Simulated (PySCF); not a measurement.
# Trend along the alkali metals: MBi cations

PBE with double-zeta basis sets in PySCF, for the lowest determinant that a PBE0 search found; no spin–orbit coupling. De refers to high-spin ground-configuration atoms (the charge goes to the atom of lower measured ionisation energy or higher electron affinity, which is not always the lowest computed limit). A positive dipole points towards Bi; it is taken about the centre of mass and depends on that origin.

| M | basis | charged atom | state (unpaired electrons) | Re (Å) | ωe (cm⁻¹) | De (eV) | μ (D) |
| --- | --- | --- | --- | --- | --- | --- | --- |
| Li | cc-pVDZ/cc-pVDZ-PP | Li+ | quartet (σ ↑, π ↑↑) | 3.043 | 210 | n/a | -10.21 |
| Na | def2-SVP | Na+ | quartet (σ ↑, π ↑↑) | 3.447 | 94.2 | n/a | -11.63 |
| K | def2-SVP | K+ | quartet (σ ↑, π ↑↑) | 3.937 | 56.0 | n/a | -13.63 |
| Rb | def2-SVP | Rb+ | quartet (σ ↑, π ↑↑) | 4.100 | 36.7 | n/a | -11.95 |
| Cs | def2-SVP | Cs+ | quartet (σ ↑, π ↑↑) | 4.279 | 30.7 | n/a | -10.57 |

The shortest bond is that of LiBi⁺ (3.043 Å), the longest that of CsBi⁺ (4.279 Å).

The rows differ in basis set, which adds steps of its own.

Down a group the atoms grow and get heavier, so bonds lengthen and wavenumbers fall; this series shows no clear exception.

Spin–orbit coupling is left out, which matters for elements this heavy, above all for dissociation energies. States were picked by a PBE0 search and need not be the measured ground states.
